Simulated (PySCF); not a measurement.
SMILES [S](B(O)O)[Ge]([CH3])([CH3])[CH3], GFN2-xTB optimised geometry. Atoms within 1.6 Å of the plane z = 0.0 Å (x, y, z in Å): Ge1 (-0.32, 0.63, 0.00), C2 (-1.10, -0.35, -1.56), C3 (-0.98, 2.51, 0.00), C4 (1.68, 0.63, 0.00), O7 (0.24, -2.14, 0.72), H10 (-2.18, -0.43, -1.44), H12 (-0.61, 3.04, 0.87), H13 (-0.65, 3.02, -0.89), H14 (-2.07, 2.53, 0.03), H15 (2.07, -0.38, -0.08), H16 (2.03, 1.21, -0.84), H17 (2.05, 1.08, 0.91), H18 (0.56, -3.04, 0.70).

Calculation: PBE0/def2-SVP run with PySCF. Cells within 0.4 Å of a nucleus heavier than hydrogen are left out (blank, or x).

Map of the Laplacian of the electron density (e/bohr⁵), clipped to [-1.50, 1.50] on the plane z = 0.0 Å:

```
|55555555555555555555555555555|
|55555555555555555555555555555|
|55555555555555555555555555555|
|55555555555555555555555555555|
|55555555555555555555555555555|
|55555555555555555555555555555|
|55555555555555555555555555555|
|55555555423xx5555555555555555|
|55555555412xx5555555555555555|
|55555555555434555555555555555|
|55555555555545555555555555555|
|55555555555599955554555555555|
|5555555555569xx943xx555555555|
|5555555555559xx943xx555555555|
|55555555555589955541455555555|
|55555555555555555550455555555|
|55555555555555555555555555555|
|55555555555555555555555555555|
|55555555555555555555555555555|
|55555555555555665555555555555|
|55555555555555665555555555555|
|55555555555555555555555555555|
|55555555555555555555555555555|
|55555555555555555555555555555|
|55555555555555555555555555555|
|55555555555555555555555555555|
|55555555555555555555555555555|
|55555555555555555555555555555|
|55555555555555555555555555555|
```
Scale: ten equal steps from -1.50 (start of '0') to 1.50 (end of '9'), in the order '0123456789'; x runs from -5.50 to 5.50, y from -5.50 (bottom) to 5.50 (top).
